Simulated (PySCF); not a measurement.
Neon: a sound run and one with changed settings

Sound run: Ne+ [He] 2s2 2p5, Ne(2+) [He] 2s2 2p4. Computed with PySCF 2.14 in cc-pVDZ-DK, with scalar relativity by spin-free X2C-1e. The sound run starts from symmetry-adapted Hartree-Fock orbitals and uses a fine grid where one is needed.

A second run was set up differently.

```
species  method  sound run (hartree)  changed run (hartree)  converged
    Ne+     UHF           -127.90320             -127.90320        yes
    Ne+     LDA           -127.49378             -127.49515        yes
    Ne+  M06-2X           -128.23740             -128.24143        yes
 Ne(2+)     UHF           -126.45544             -126.45544        yes
 Ne(2+)     LDA           -125.96716             -125.96606        yes
 Ne(2+)  M06-2X           -126.72333             -126.72694        yes
```

Ionisation energy of Ne+:

| method | sound run (eV) | changed run (eV) |
| --- | --- | --- |
| UHF | 39.395 | 39.395 |
| LDA | 41.542 | 41.609 |
| M06-2X | 41.200 | 41.212 |

(1) What was changed?
A. too few SCF iterations
B. angular grid far too coarse
C. a valence shell is frozen
D. level shift left on

Answers

(1) B. It used 14 angular points. A coarse angular grid integrates products of high-l functions wrongly, so density functionals can shift, and the SCF can exploit the error; Hartree-Fock and MP2 need no grid.
